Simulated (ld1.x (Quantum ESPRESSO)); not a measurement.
**Cutoff test, rubidium, PAW**

| Item | Value |
| --- | --- |
| Element | Rb |
| Generator | ld1.x (Quantum ESPRESSO) 7.5 |
| Type | PAW |
| Functional | BP86 |
| Relativity | scalar-relativistic |
| Frozen core | [Ar] 3d10 |
| Valence charge | 9 |
| Reference configuration | 4s2 4p6 4d0 5s0.5 5p0.5 |
| Partial waves | 4s (bound): rcut 1.90, rcutus 2.05 bohr; 5s (bound): rcut 1.90, rcutus 2.05 bohr; 4p (bound): rcut 2.65, rcutus 3.00 bohr; 5p (bound): rcut 2.65, rcutus 3.00 bohr; 4d (bound, empty): rcut 3.55, rcutus 4.35 bohr; 4d channel at 0.9 Ry: rcut 3.55, rcutus 4.35 bohr |
| Local potential | all-electron potential smoothed inside 3.90 bohr (lloc = -1) |
| Core correction | Bessel-smoothed model core, default radius (core density twice the valence density) |
| Augmentation charge | PSQ, inside the norm-conserving radii |

The pseudo-atom Hamiltonian at the reference potential is diagonalised in spherical Bessel functions j_l(qr) that vanish at 20 bohr, with q² up to the cutoff. All-electron valence levels (Ry): 4s -2.4066, 5s -0.1986, 4p -1.2334, 5p -0.0855, 4d -0.0296.

Question: How do the lowest levels (Ry) of each channel move with the cutoff, and are there ghosts?

Answer:

```tsv
cutoff (Ry)	s #1	s #2	p #1	p #2	d #1	f #1	f #2	Σ f·Δε (mRy)
8	-2.3870	-0.1931	-1.2322	-0.0763	-0.0286	0.0613	0.1769	54.1
10	-2.4019	-0.1962	-1.2332	-0.0793	-0.0286	0.0613	0.1769	15.2
12	-2.4058	-0.1976	-1.2332	-0.0831	-0.0286	0.0613	0.1769	4.6
15	-2.4064	-0.1983	-1.2334	-0.0851	-0.0286	0.0613	0.1769	1.0
18	-2.4065	-0.1986	-1.2334	-0.0851	-0.0286	0.0613	0.1769	0.6
21	-2.4065	-0.1986	-1.2334	-0.0852	-0.0286	0.0613	0.1769	0.4
400	-2.4066	-0.1986	-1.2334	-0.0852	-0.0286	0.0613	0.1769	0.0
```

Result: no extra level below or beside the all-electron valence levels (s, p, d, f tested); 10 mRy is reached at 12 Ry and 1 mRy at 15 Ry.

Test run stopped at test 6 of 7 (negative rho).
